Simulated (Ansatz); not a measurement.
Ansatz (a quantum-chemistry and plane-wave program) input (CCSD(T)/aug-cc-pV(D+d)Z):
A basis named .json is the Basis Set Exchange file of that set.

Ansatz 0.2 input:
```yaml
crystal:
  periodic: [false, false, false]
  atoms:
    - {symbol: B, position_ang: [0.24507364, -0.07027074, -0.02485346]}
    - {symbol: Cl, position_ang: [0.16587498, 1.57750671, -0.45047562]}
    - {symbol: Cl, position_ang: [1.60029482, -1.10994751, 0.01367618]}
    - {symbol: O, position_ang: [-1.00669966, -0.70209889, 0.36434881]}
    - {symbol: C, position_ang: [-2.37878069, -0.07678510, 0.44157286]}
    - {symbol: H, position_ang: [-3.03804566, -0.87521710, 0.76364891]}
    - {symbol: H, position_ang: [-2.61349076, 0.27546838, -0.55593105]}
    - {symbol: H, position_ang: [-2.31263369, 0.72347765, 1.16921763]}
    - {symbol: H, position_ang: [-0.95980348, -1.64338010, 0.60869476]}
basis:
  gaussian:
    orbitals: aug-cc-pV_D+d_Z.json
total_charge: 1
magnetization: {spin_polarized: false}
correlation: {method: ccsd_t, electrons: outside_noble_gas}
output: {forces: true}
```

Output:

```
Functional definition: HF
integrals: 0.59 GiB planned
1621 factors; integrals over basis functions are off by at most 6.6e-4 eV
mean field: 1.01 GiB planned
mean field evaluation 1: about -28802.8188 eV, gradient 3.8e1 eV
mean field evaluation 2: about -28803.0531 eV, gradient 3.9e1 eV
mean field evaluation 4: about -28806.2896 eV, gradient 3.9e0 eV
mean field evaluation 8: about -28806.3395 eV, gradient 2.4e-1 eV
mean field evaluation 16: about -28802.8165 eV, gradient 3.8e1 eV
mean field -28806.33975582 eV, -1058.6134603880 hartree, gradient 2.2e-6 eV, S^2 0.000000; 0 other end points of the search recorded, 0 dependent functions left out
13 core orbitals not correlated
reference -28806.33975582 eV, -1058.6134603880 hartree; 15, 15 occupied and 141, 141 virtual orbitals, 1621 factors
densities: 3.25 GiB planned
second order -19.57929049 eV of doubles, -0.00000000 eV of singles
coupled cluster: 1.71 GiB planned
cycle   1  -20.34608377 eV  change   -7.7e-1 eV  update   9.9e-2
cycle   2  -20.81174150 eV  change   -4.7e-1 eV  update   2.7e-2
cycle   3  -20.91701650 eV  change   -1.1e-1 eV  update   1.5e-2
cycle   4  -20.91017651 eV  change    6.8e-3 eV  update   3.6e-3
cycle   5  -20.90902827 eV  change    1.1e-3 eV  update   1.3e-3
cycle   6  -20.90895950 eV  change    6.9e-5 eV  update   3.8e-4
cycle   7  -20.90880691 eV  change    1.5e-4 eV  update   1.2e-4
cycle   8  -20.90878463 eV  change    2.2e-5 eV  update   3.9e-5
cycle   9  -20.90878992 eV  change   -5.3e-6 eV  update   1.4e-5
cycle  10  -20.90878252 eV  change    7.4e-6 eV  update   5.1e-6
perturbative correction -0.68419997 eV, -0.0251438853 hartree
the calculation of the forces begins
Total energy: -28827.93273831 eV, -1059.4069878584 hartree
Atom 0 at     0.245074    -0.070271    -0.024853 Å, force     0.220424     0.092390    -0.062852 eV/Å
Atom 1 at     0.165875     1.577507    -0.450476 Å, force    -0.067431     0.417563    -0.099538 eV/Å
Atom 2 at     1.600295    -1.109948     0.013676 Å, force     0.331951    -0.259684     0.010643 eV/Å
Atom 3 at    -1.006700    -0.702099     0.364349 Å, force    -0.326760    -0.316556     0.140211 eV/Å
Atom 4 at    -2.378781    -0.076785     0.441573 Å, force     0.120027     0.008714    -0.022183 eV/Å
Atom 5 at    -3.038046    -0.875217     0.763649 Å, force    -0.272288    -0.377155     0.145349 eV/Å
Atom 6 at    -2.613491     0.275468    -0.555931 Å, force    -0.083671     0.156336    -0.467860 eV/Å
Atom 7 at    -2.312634     0.723478     1.169218 Å, force     0.056010     0.365428     0.336561 eV/Å
Atom 8 at    -0.959803    -1.643380     0.608695 Å, force     0.021738    -0.087037     0.019668 eV/Å
Dipole moment:    -1.074519    -0.463322     0.314041 e Å
```

It need not be the lowest isomer of its formula.
